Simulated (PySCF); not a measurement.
Geometry:
```json
{"atom": "O1", "x (Å)": "0.318", "y (Å)": "2.190", "z (Å)": "-0.772"}
{"atom": "C2", "x (Å)": "-0.083", "y (Å)": "1.185", "z (Å)": "-0.270"}
{"atom": "C3", "x (Å)": "-1.459", "y (Å)": "0.571", "z (Å)": "-0.373"}
{"atom": "C4", "x (Å)": "-1.313", "y (Å)": "-0.765", "z (Å)": "0.354"}
{"atom": "O5", "x (Å)": "-0.211", "y (Å)": "-0.610", "z (Å)": "1.245"}
{"atom": "C6", "x (Å)": "0.720", "y (Å)": "0.247", "z (Å)": "0.647"}
{"atom": "C7", "x (Å)": "1.766", "y (Å)": "-0.542", "z (Å)": "-0.170"}
{"atom": "F8", "x (Å)": "1.273", "y (Å)": "-0.914", "z (Å)": "-1.378"}
{"atom": "F9", "x (Å)": "2.857", "y (Å)": "0.208", "z (Å)": "-0.413"}
{"atom": "H10", "x (Å)": "-1.762", "y (Å)": "0.471", "z (Å)": "-1.414"}
{"atom": "H11", "x (Å)": "-2.165", "y (Å)": "1.235", "z (Å)": "0.129"}
{"atom": "H12", "x (Å)": "-2.175", "y (Å)": "-1.033", "z (Å)": "0.964"}
{"atom": "H13", "x (Å)": "-1.107", "y (Å)": "-1.575", "z (Å)": "-0.357"}
{"atom": "H14", "x (Å)": "1.260", "y (Å)": "0.796", "z (Å)": "1.426"}
{"atom": "H15", "x (Å)": "2.076", "y (Å)": "-1.456", "z (Å)": "0.360"}
```

Geometry: GFN2-xTB; GIAO shifts from PySCF 2.14.0 with density-fitted response routines, gas phase, non-relativistic, averaged over equivalent atoms.

At HSE06/pcSseg-1 (183 basis functions, 110 s wall time on 1 thread of an Intel Xeon, shared host):
```
atoms  δ (ppm)
   O1    670.0
   O5     50.4
   C2    216.1
   C7    124.8
   C6     83.8
   C4     70.1
   C3     38.6
   F9   -136.3
   F8   -144.8
  H15     6.16
  H12     4.60
  H13     4.53
  H14     3.92
  H11     2.56
  H10     2.40
```

Referencing at the same level of theory: 17O (σ = 335.74 ppm) against H2O; TMS for 13C (σ = 186.23 ppm), 1H (σ = 31.72 ppm); CFCl3 for 19F (σ = 168.94 ppm).

Question: Predict the values at PBE0/pcSseg-1 on the same geometry.

Answer: 
| atoms | δ at PBE0/pcSseg-1 | change |
| --- | --- | --- |
| O1 | 669.0 | -1.0 |
| O5 | 49.6 | -0.8 |
| C2 | 215.6 | -0.5 |
| C7 | 124.4 | -0.4 |
| C6 | 83.6 | -0.2 |
| C4 | 69.9 | -0.2 |
| C3 | 38.5 | -0.1 |
| F9 | -135.2 | +1.1 |
| F8 | -143.7 | +1.1 |
| H15 | 6.16 | +0.00 |
| H12 | 4.61 | +0.01 |
| H13 | 4.52 | -0.01 |
| H14 | 3.92 | +0.00 |
| H11 | 2.57 | +0.01 |
| H10 | 2.40 | +0.00 |

Referencing at the same level of theory: 17O (σref 336.08) against H2O; TMS for 13C (σref 186.93) and 1H (σref 31.72); CFCl3 for 19F (σref 170.95).

The largest change is at F8 (fluorine of a CF2 group). Cost: 183 basis functions, 75 s wall time (67 s CPU) on 1 thread of an Intel Xeon, shared host. The order of the carbon signals is the same at both levels.

Unscaled 19F shifts against computed CFCl3 carry errors that often reach 10 to 50 ppm. Unscaled 17O shifts of doubly bonded oxygen tend to come out too high, by tens of ppm or more. Experimental scales use liquid or dissolved standards, which lie at an offset from isolated H2O (liquid H2O: subtract about 36 ppm).
